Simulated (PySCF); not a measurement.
Species: C₃H₉As.
Bonds: C1–As2, As2–C3, As2–C4. Hydrogens: H5, H6, H7 on C1; H8, H9, H10 on C3; H11, H12, H13 on C4.

Method used: PBE0-D3(BJ)/def2-SVP geometry optimisation, gas phase in PySCF.

Q: What internal coordinates does the optimisation give?

A: 
```
                  bond  length (pm)   order
C1–As2, As2–C3, As2–C4        196.6  single
C1–H5 and 8 like bonds        110.0  single
```

Bonds in one row agree within 1 pm and their mean is given. Orders are formal, as drawn. A selection of angles:
```
    angle  degrees
As2–C1–H5    111.6
As2–C1–H6    109.4
 H5–C1–H6    109.1
 H6–C1–H7    108.1
C1–As2–C3     97.0
```

All 3 As–C bonds measure 1.966 Å. As2 (arsenic bonded to 3 C) is pyramidal (angles 97.0°, 97.0° and 97.0°, sum 291.0°, 0.99 Å off the plane of its three neighbours).

Point group: C3v (every atom within 0.08 Å of its image). Whether it is a minimum is left open (no frequencies).

On one thread, Intel Xeon 6975P-C (x86_64), no GPU, on a shared host, this took 48 s and 0.50 GiB of memory at its peak. These figures are those of the optimisation.
